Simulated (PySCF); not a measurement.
GeH3ISi, neutral, multiplicity 1. Atoms are numbered in the order given.

```xyz
6

Ge     1.0115    -0.9569     0.0000
I     -0.2209     1.3121     0.0000
Si    -1.1334    -2.2426     0.0000
H     -0.9041    -3.7358     0.0000
H     -1.9455    -1.8950    -1.2235
H     -1.9455    -1.8950     1.2235
```

Geometry: PBE-D3(BJ)/def2-SVP. The structure was generated by enumeration; whether it is a known compound was not checked. The def2 effective core potentials stand for the cores of I; spin–orbit coupling is left out.

These are PBE0/def2-TZVPD (PySCF) values and carry that method's errors.

Mulliken values depend strongly on the basis, most of all with diffuse functions as here. ESP charges are fitted to the potential on shells at 1.4 to 2.0 van der Waals radii. Atomic charges (e):

```
atom  ESP fit  Mulliken
----  -------  --------
Ge1      0.06      0.12
I2      -0.13     -0.13
Si3      0.48     -0.04
H4      -0.14     -0.02
H5      -0.13      0.03
H6      -0.13      0.03
```
